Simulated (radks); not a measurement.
Results of a calculation; reference values are marked as such.
Spherical quantum dot in the effective-mass picture: electrons in a parabolic well V = omega^2 r^2 / 2 with omega = 0.0861, all in effective atomic units (hartree* = m*/eps^2 hartree, bohr* = eps/m* bohr), one dielectric constant everywhere. Level of theory: non-relativistic Kohn-Sham, LDA (Slater exchange, Perdew-Wang correlation), spin-polarised, spherical densities (a radial shooting solver with Libxc functionals). Levels are named by radial order and angular momentum (1s, 1p, 1d, 2s, ...), and open shells are averaged over m. Results are scaled to m* = 0.026 and eps = 13.6, for which hartree* = 3.825 meV and bohr* = 27.68 nm.

N = 24, configuration 1s2 1p6 1d10 2s2 1f(up 4, down 0). This is the lowest configuration that the search found (a dilute case). Occupied and some empty levels:

level,occupation,eigenvalue (meV),<r> (nm)
1s up,1,8.8243,267.8
1s down,1,8.8423,257.0
1p up,3,8.8765,299.8
1p down,3,8.8993,295.4
1d up,5,8.9505,320.9
1d down,5,8.9758,319.3
2s up,1,9.0177,229.7
2s down,1,9.0276,235.6
1f up,4,9.0436,337.4
1f down,0,9.0700,337.2
2p up,0,9.1421,265.1
2p down,0,9.1534,266.0
1g up,0,9.1536,351.3
1g down,0,9.1802,352.0
2d up,0,9.2754,294.3
2d down,0,9.2889,293.8

Energy (meV): total 128.081, kinetic 4.1307, external 44.423, Hartree 89.854, exchange-correlation -10.326.
